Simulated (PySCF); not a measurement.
# Reading the logs of faulty runs: BCGeH6N

Calculated results; nothing here was measured. The program is PySCF 2.14.0, an open-source quantum chemistry code, run on an isolated molecule that a program drew, which may never have been made. The molecule is BCGeH6N (charge 0, singlet), drawn as the SMILES string `[BH2][Ge][NH]C`.

Each row is a Hartree-Fock (HF) and frozen-core CCSD(T) single point in the cc-pVDZ basis, meant for a local HF minimum. Run 1 is clean. Each other run has one planted mistake out of seven kinds, and not every kind appears here: one electron removed, one electron added, multiplicity raised by two, geometry at a saddle point, minimal basis STO-3G, one bond length entered in bohr, all coordinates scaled. The reference is restricted for singlets and unrestricted otherwise, and also for a bond in bohr. Adding or removing an electron swaps singlet and doublet. Electrons count all cores. HOMO and LUMO are orbital energies over both spins, the gradient is its largest component, and the lowest frequency (negative if imaginary) is given only where the gradient is small. Bond lengths are over the 9 bonds as drawn. T1 is the CCSD diagnostic: over 0.02 (restricted) or 0.045 (unrestricted) a single reference is doubtful. Germanium has the cc-pVDZ-PP basis, with a core potential (ECP10MDF) in place of its 10 inner electrons, and its 3s, 3p and 3d shells are frozen in CCSD(T).

Geometry of the clean run:
```xyz
10
BCGeH6N, angstrom
B    -2.5028    0.5536    0.4954
Ge   -1.5967    0.0763    2.3612
N    -0.1206    1.1311    2.2537
C     0.3726    2.0449    1.2426
H    -3.3269    1.4265    0.3958
H    -2.3060   -0.1083   -0.4915
H     0.4952    1.0809    3.0446
H     1.3424    1.7287    0.8450
H     0.4865    3.0609    1.6342
H    -0.3240    2.0944    0.4049
```

| run | electrons | basis functions | <S^2> | HOMO (eV) | LUMO (eV) | gradient (hartree/bohr) | lowest frequency (cm^-1) | mean bond (Å) | longest bond (Å) | T1 | HF (hartree) | CCSD(T) (hartree) | mistake |
|---|---|---|---|---|---|---|---|---|---|---|---|---|---|
| 1 | 56 | 95 | 0.000 | -8.04 | 1.74 | 3.8e-05 | 93 | 1.3431 | 2.128 | 0.0192 | -413.82928 | -414.37650 | no fault |
| 2 | 56 | 95 | 0.000 | -8.21 | 1.42 | 3.9e-02 | - | 1.4237 | 2.256 | 0.0220 | -413.80181 | -414.36162 | all coordinates scaled |
| 3 | 56 | 95 | 2.026 | -6.14 | 0.36 | 2.5e-02 | - | 1.3431 | 2.128 | 0.0176 | -413.76636 | -414.28846 | multiplicity raised by two |
| 4 | 55 | 95 | 0.797 | -15.31 | -5.98 | 3.4e-02 | - | 1.3431 | 2.128 | 0.0227 | -413.57219 | -414.09395 | ? |

**Which mistake was planted in run 4, and what did it cost?**

It counts 55 electrons, one fewer than the clean run, at the same geometry and basis. So the mistake is: one electron removed. Subtracting run 1 and multiplying by 627.51 kcal/mol a hartree, the energy moved by 161.3 kcal/mol in HF and 177.3 kcal/mol in CCSD(T).

Cautions from the logs. Run 2: T1 is over the limit, so its CCSD(T) energy is less reliable.
